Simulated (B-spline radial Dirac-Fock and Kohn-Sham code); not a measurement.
**Ionisation of each subshell: Rh²⁶⁺**

System: rhodium as Rh²⁶⁺ in the configuration [Ar] 3d1; nuclear rms radius 4.4945 fm (A = 103).

Level of theory: ΔSCF Dirac-Fock with Breit, self-energy and vacuum polarisation, finite nucleus, configuration average; a radial B-spline solver. Correlation energy is missing from these numbers. Energies are counted from the vacuum level.

All terms are in eV, carry their sign (relaxation lowers the binding energy) and add up to the binding energy; ⟨r⟩ is the mean radius of the orbital in the initial state.

| subshell | −ε (Koopmans) | relaxation | Breit | self-energy | vacuum polarisation | binding energy | ⟨r⟩ (bohr) |
| --- | --- | --- | --- | --- | --- | --- | --- |
| 1s | 24529.7 | -32.40 | -46.25 | -25.90 | 3.15 | 24428.3 | 0.033 |
| 2s | 4614.7 | -8.55 | -4.36 | -3.11 | 0.35 | 4599.1 | 0.140 |
| 2p1/2 | 4353.6 | -10.62 | -6.96 | 0.26 | -0.01 | 4336.2 | 0.119 |
| 2p3/2 | 4206.2 | -10.05 | -4.65 | -0.03 | -0.02 | 4191.5 | 0.124 |
| 3s | 1615.2 | -1.11 | -0.86 | -0.73 | 0.08 | 1612.6 | 0.356 |
| 3p1/2 | 1511.4 | -1.28 | -1.42 | 0.05 | 0.00 | 1508.8 | 0.344 |
| 3p3/2 | 1478.9 | -1.20 | -0.91 | -0.01 | -0.01 | 1476.8 | 0.351 |
| 3d | 1342.1 | -1.60 | -0.33 | 0.05 | -0.01 | 1340.2 | 0.313 |

For the deepest level, K (1s), the Breit terms make up -0.189 % of the binding energy, QED -0.093 % and orbital relaxation -0.133 %.

Going to the tabulated ground configuration of the next ion removes an electron from M4,5 (3d), computed at 1340.2 eV. NIST lists 1344 ± 4 eV as the ionisation energy of this species (theoretical), +3.77 eV from the computed value, within the stated uncertainty.
